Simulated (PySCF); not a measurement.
Orbital picture of KSe

r²SCAN at R = 2.973 Å; basis K def2-TZVPP, Se def2-TZVPP; no relativity; PySCF 2.14. State: ²Π (doublet), unpaired electrons π ↑. Only the outer orbitals are listed, counted within each symmetry.

```csv
spin,orbital,occ.,ε (eV),on K (%),main shells (%)
α,10σ,1,-36.73,100,100 K s
α,5π,1,-19.83,100,100 K p
α,5π,1,-19.80,100,100 K p
α,11σ,1,-19.68,99,99 K p
α,12σ,1,-14.47,3,97 Se s
α,6π,1,-5.14,3,97 Se p
α,13σ,1,-4.21,7,92 Se p
α,6π,1,-3.92,4,96 Se p
α,14σ,0,-1.25,98,"83 K s, 15 K p"
α,7π,0,0.46,99,92 K p
α,7π,0,0.52,99,"90 K p, 9 K d"
β,10σ,1,-36.73,100,100 K s
β,5π,1,-19.83,100,100 K p
β,5π,1,-19.80,100,100 K p
β,11σ,1,-19.68,99,99 K p
β,12σ,1,-13.33,3,96 Se s
β,13σ,1,-3.90,8,91 Se p
β,6π,1,-3.61,5,94 Se p
β,6π,0,-2.80,7,93 Se p
β,14σ,0,-1.25,97,"80 K s, 16 K p"
β,7π,0,0.50,99,"88 K p, 11 K d"
```

Question: Which are the highest filled and the lowest empty level, where do they sit, and how wide is the gap?

Answer: Highest filled β 6π at -3.61 eV (in %: 94 Se p); lowest empty β 6π at -2.80 eV (in %: 93 Se p); the gap at r²SCAN is 0.81 eV. Both belong to one degenerate shell, split only by its one-sided filling, so this is no excitation gap.

```
bond order (Mayer)                              : 0.59
⟨S²⟩                                            : 0.755
charge on K (Mulliken, basis-dependent)         : 0.69
charge on K (Löwdin, basis-dependent)           : 0.37
dipole moment (positive dipole means K(−)Se(+)) : -10.57 D
```

Spin–orbit coupling is left out. The state was picked by a PBE0 search and need not be the measured ground state.
